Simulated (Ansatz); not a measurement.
Q: Name a neutral molecule of Br, F, O, Si and H with LUMO energy (PBE/def2-TZVPP) between -1.45 and -1.15 eV and LUMO energy (PBE0/def2-TZVPP) between -0.45 and -0.15 eV (Ansatz, PBE0-D4/def2-TZVP geometry).

A: `O[Si](F)(Br)Br` (-1.35 eV, -0.39 eV). Other molecules can fit too; these were computed, each in one conformer that needn't be the lowest.
